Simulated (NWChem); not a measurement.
C3H9BeN; SMILES C[CH](C)[Be][NH2]

```xyz
14

Be     0.0161     1.0857    -0.1475
C      0.0100    -0.6001    -0.4055
C     -1.2769    -1.2670     0.1335
C      1.2574    -1.3101     0.1649
H      0.0171    -0.7585    -1.4977
H     -1.2885    -2.3487    -0.0728
H     -1.3679    -1.1537     1.2225
H     -2.1853    -0.8434    -0.3144
H      2.1903    -0.9189    -0.2615
H      1.2372    -2.3924    -0.0383
H      1.3268    -1.1934     1.2549
N      0.0077     2.5746     0.0840
H     -0.7464     3.0960     0.5147
H      0.7557     3.2111    -0.1635
```
Atoms are numbered in this order, from 1.

Computed with NWChem. Pople sets run with spherical d functions. All runs use the structure optimised with B3LYP/6-31G* (spherical d). Level PBE/6-31G*: energy and gradient on several grids; changes count from the extra-fine grid, which is no exact limit either.

| grid | size of the energy change (μHa) | largest change of a gradient component (μHa/bohr) | time, medium = 1 (rough) |
|---|---|---|---|
| xcoarse | 5000 | 5000 | about 1 |
| coarse | 80 | 100 | about 1 |
| medium | < 10 | < 30 | about 1 |
| fine | < 10 | < 30 | about 1 |
| xfine | < 10 | < 30 | 3 |
